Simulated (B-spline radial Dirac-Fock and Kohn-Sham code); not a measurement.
Dipole and non-dipole photoemission parameters of Kr⁺ 3p3/2

System: krypton as Kr⁺, [Ar] 3d10 4s2 4p5; threshold 219.0 eV (orbital energy of the model). Model: Dirac-Hartree-Slater photoionisation with a Latter tail; cross sections with all multipoles, angular parameters from the dipole term and its interference with E2. Program: a B-spline atomic structure program.

For linearly polarised light dσ/dΩ = σ/(4π) [1 + β P₂(cos θ) + (δ + γ cos²θ) sin θ cos φ], with θ from the polarisation vector and φ the angle between the beam and the projection of the electron momentum on the plane normal to the polarisation.

```tsv
hν (eV)	σ (kb)	β	γ	δ
234	440	-0.464	-0.158	0.058
300	469	0.691	0.128	0.066
355	440	1.066	0.211	0.034
357	438	1.075	0.211	0.033
400	?	?	?	?
600	257	1.524	0.023	0.002
679	214	1.566	-0.008	0.001
835	153	1.610	-0.025	0.002
850	148	1.612	-0.025	0.002
1253.6	71.1	1.628	0.059	0.005
1420	54.8	1.621	0.110	0.007
2000	25.5	1.575	0.300	0.013
2260	19.0	1.551	0.381	0.016
2430	15.9	1.535	0.432	0.018
3500	6.25	1.437	0.709	0.033
5414.7	1.86	1.283	1.060	0.064
6430	1.13	1.214	1.196	0.081
7020	0.870	1.176	1.265	0.091
8520	0.484	1.091	1.412	0.117
8610	0.468	1.086	1.419	0.118
11500	0.189	0.950	1.624	0.168
```

Question: Give the values at 400 eV.

Answer: σ = 406 kb, β = 1.230, γ = 0.189, δ = 0.019.

Values without a named source are computed, but for edge energies of neutral atoms, which are taken from tables.
